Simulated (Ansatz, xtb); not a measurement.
**Relative energy of two isomers of C4H4BBrS**

We compare a, `Bc1ccsc1Br`, a singlet, with b, `Bc1sccc1Br`, a singlet. Both are isolated molecules in the gas phase, relaxed with B3LYP/def2-SVP; the shapes shown needn't be the lowest conformers.

a (Å):

| atom | x (Å) | y (Å) | z (Å) |
| --- | --- | --- | --- |
| C | -0.7923 | 0.4909 | 0.3429 |
| C | -0.2472 | -0.3795 | -0.6761 |
| C | 0.8736 | 0.0967 | -1.2919 |
| C | -0.0039 | 1.6377 | 0.4398 |
| B | -2.0437 | 0.1759 | 1.1720 |
| Br | -0.2312 | 3.1086 | 1.5886 |
| S | 1.3309 | 1.6498 | -0.6559 |
| H | -2.4510 | 0.9411 | 2.0070 |
| H | -2.6301 | -0.8619 | 0.9804 |
| H | -0.7033 | -1.3392 | -0.9256 |
| H | 1.4669 | -0.3621 | -2.0821 |

b (Å):

```tsv
atom	x (Å)	y (Å)	z (Å)
C	-0.9364	0.4767	0.6691
C	1.3597	-0.0675	-0.2075
C	0.5297	0.4121	-1.2001
C	-0.7597	0.7153	-0.6967
B	-2.1346	0.6607	1.5896
Br	-2.1115	1.3926	-1.8331
S	0.5752	-0.1451	1.3119
H	-2.0397	0.3780	2.7585
H	-3.1732	1.0862	1.1558
H	2.3997	-0.3761	-0.3168
H	0.8250	0.5426	-2.2409
```

Quicker runs give these differences E(b) − E(a): GFN2-xTB −20.0 kJ/mol; HF/STO-3G −10.9 kJ/mol (at GFN2-xTB geometries); r2SCAN-D4/def2-SVP −27.8 kJ/mol (at GFN2-xTB geometries).

Question: Estimate E(b) − E(a) at the level CCSD(T)/def2-SVP + ΔMP2/def2-TZVPP.

Answer: Calculated at CCSD(T)/def2-SVP + ΔMP2/def2-TZVPP: E(b) − E(a) = −24.7 kJ/mol, so structure b lies lower.

The same difference at several levels:

```json
{"level": "GFN2-xTB", "geometry": "GFN2-xTB", "E(b) − E(a) (kJ/mol)": "−20.0", "departure from the last row (kJ/mol)": "+4.7", "job, with rough time for the two": "optimisation, 0.51 s"}
{"level": "HF/STO-3G", "geometry": "GFN2-xTB", "E(b) − E(a) (kJ/mol)": "−10.9", "departure from the last row (kJ/mol)": "+13.8", "job, with rough time for the two": "single point, 2.3 s"}
{"level": "r2SCAN-D4/def2-SVP", "geometry": "GFN2-xTB", "E(b) − E(a) (kJ/mol)": "−27.8", "departure from the last row (kJ/mol)": "−3.1", "job, with rough time for the two": "single point, 14 s"}
{"level": "B3LYP/def2-SVP", "geometry": "B3LYP/def2-SVP", "E(b) − E(a) (kJ/mol)": "−25.4", "departure from the last row (kJ/mol)": "−0.7", "job, with rough time for the two": "optimisation, 1.9 min"}
{"level": "HF/def2-SVP", "geometry": "B3LYP/def2-SVP", "E(b) − E(a) (kJ/mol)": "−23.3", "departure from the last row (kJ/mol)": "+1.4", "job, with rough time for the two": "part of the CCSD(T) run"}
{"level": "MP2/def2-SVP", "geometry": "B3LYP/def2-SVP", "E(b) − E(a) (kJ/mol)": "−26.0", "departure from the last row (kJ/mol)": "−1.3", "job, with rough time for the two": "part of the CCSD(T) run"}
{"level": "CCSD(T)/def2-SVP", "geometry": "B3LYP/def2-SVP", "E(b) − E(a) (kJ/mol)": "−23.8", "departure from the last row (kJ/mol)": "+0.9", "job, with rough time for the two": "single point"}
{"level": "CCSD(T)/def2-SVP + ΔMP2/def2-TZVPP", "geometry": "B3LYP/def2-SVP", "E(b) − E(a) (kJ/mol)": "−24.7", "departure from the last row (kJ/mol)": "", "job, with rough time for the two": "single point, 4.8 min"}
```

As drawn, both hold the same kinds of bond in the same numbers.

None of the levels shown reverses the order. The largest departure from CCSD(T)/def2-SVP + ΔMP2/def2-TZVPP is that of HF/STO-3G, 13.8 kJ/mol. The last row adds to CCSD(T) the change of the MP2 difference between the two basis sets, here −0.9 kJ/mol.

With thermal terms from frequencies at re-optimised GFN2-xTB minima (ideal gas, soft modes damped towards free rotors, one conformer each, 298.15 K, 1 atm): the zero-point term adds +0.3 kJ/mol; ΔH is −24.5 and ΔG −24.1 kJ/mol.

The correlated steps freeze 19 core orbitals; the filled d shell of Br is correlated, in a basis made for valence electrons. Run with Ansatz 0.2.0, xtb 6.7.1; the last row on 2 threads of AMD EPYC (Zen 3) on a shared host.
